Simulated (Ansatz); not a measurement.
Computed with Ansatz on PBE0-D4/def2-TZVP structures; ΔE is electronic, products minus reactants. CBS: MP2 limit from def2 TZ/QZ plus the TZ coupled-cluster correction, frozen cores. This one scheme is used for every species. Functionals use def2-TZVPP. B3LYP here is the variant with VWN-RPA as its local correlation; programs differ in this. For Ge outer-core shells are correlated without core-valence functions, which leaves a few kJ/mol of doubt a bond. Scalar relativity is left out up to krypton. Each species was taken in one conformer, which may not be the lowest.

Consider the formal loss of a carbene: `N[B]([GeH3])CF` → `N[BH][GeH3]` + `[CH]F`.

`N[B]([GeH3])CF`:

Cartesian coordinates in Å:
```
N -0.394 -1.410 -0.860
B -0.201 -0.272 -0.088
Ge 1.534 0.833 -0.305
C -1.314 0.161 0.946
F -0.974 1.320 1.638
H -1.214 -1.995 -0.806
H 0.279 -1.735 -1.533
H 2.450 0.192 -1.374
H 1.253 2.277 -0.755
H 2.345 0.907 1.001
H -2.272 0.348 0.444
H -1.491 -0.626 1.691
```

`N[BH][GeH3]`:

```xyz
9

N    -0.418   -1.430    0.715
B     0.388   -0.306    0.679
Ge    0.123    1.122   -0.786
H    -1.154   -1.610    0.051
H    -0.324   -2.152    1.412
H     1.235   -0.194    1.520
H    -0.222    2.502   -0.192
H    -1.021    0.750   -1.758
H     1.392    1.317   -1.640
```

`[CH]F`:

Cartesian coordinates in Å:
```
C -0.161 0.194 -0.443
F -0.444 0.434 0.804
H 0.605 -0.628 -0.361
```

| level | ΔE (kJ/mol) | difference from CCSD(T)/CBS |
| --- | --- | --- |
| PBE-D4 | 410.3 | 17.1 |
| PBE0-D4 | 418.6 | 25.4 |
| ωB97X-V | 398.9 | 5.7 |
| PBE0 | 412.0 | 18.8 |
| B3LYP | 382.2 | -11.0 |
| HF/def2-TZVPP | 346.0 | -47.2 |
| CCSD/def2-TZVPP | 384.2 | -9.0 |
| HF/def2-QZVPP | 345.1 | -48.1 |
| SCS-MP2/def2-QZVPP | 397.9 | 4.7 |
| MP2/CBS(def2) | 420.7 | 27.5 |
| CCSD(T)/CBS | 393.2 | 0 |

Largest T1 diagnostic among the species: 0.018.

From PBE to PBE0 (25 % exact exchange), in def2-TZVPP and without D4, ΔE moves by +9.3 kJ/mol. The D4 term adds +12.1 kJ/mol with B3LYP and +6.6 kJ/mol with PBE0; it sums over pairs of atoms, weighted by their polarisabilities, and B3LYP, whose exchange is more repulsive, gets the larger term. In def2-TZVPP, CCSD(T) changes the Hartree–Fock value by +40.4 kJ/mol (the triples alone add +2.2 kJ/mol) and MP2 by +67.9 kJ/mol.
